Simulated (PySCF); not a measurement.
Sr(OH)₂: adding exact exchange

Base calculation in PySCF with density fitting and no spin–orbit coupling, PBE/def2-TZVP (scalar-relativistic core potentials): singlet, C2v, O–H 0.965 Å (×2), Sr–O 2.167 Å (×2); H–O–Sr 167.8° (×2), O–Sr–O 137.2°; wavenumbers 73, 387, 399, 409, 417, 496, 499, 3817, 3817 cm⁻¹; dipole moment 3.27 D, gap between the highest occupied and lowest empty levels 3.29 eV, polar-tensor charge of Sr 1.70 e, atomisation energy (no zero-point energy) 1748 kJ/mol.

What changes on going to PBE0/def2-TZVP (scalar-relativistic core potentials)?

The point group stays the same. Changes: mean bond to Sr -0.007 Å, highest wavenumber +161 cm⁻¹, lowest wavenumber -2 cm⁻¹, dipole moment 0.00 D, gap between the highest occupied and lowest empty levels +2.15 eV, polar-tensor charge of Sr +0.09 e, atomisation energy (no zero-point energy) -73 kJ/mol. The new structure has O–H 0.953 Å (×2), Sr–O 2.160 Å (×2); H–O–Sr 169.5° (×2), O–Sr–O 139.9°, with wavenumbers 71, 411, 423, 430, 436, 507, 508, 3978, 3978 cm⁻¹. Exact exchange shortens and stiffens the bonds and opens the gap, the usual pattern.

Each species is the lowest minimum found with this bonding; other isomers or fragments can lie lower.
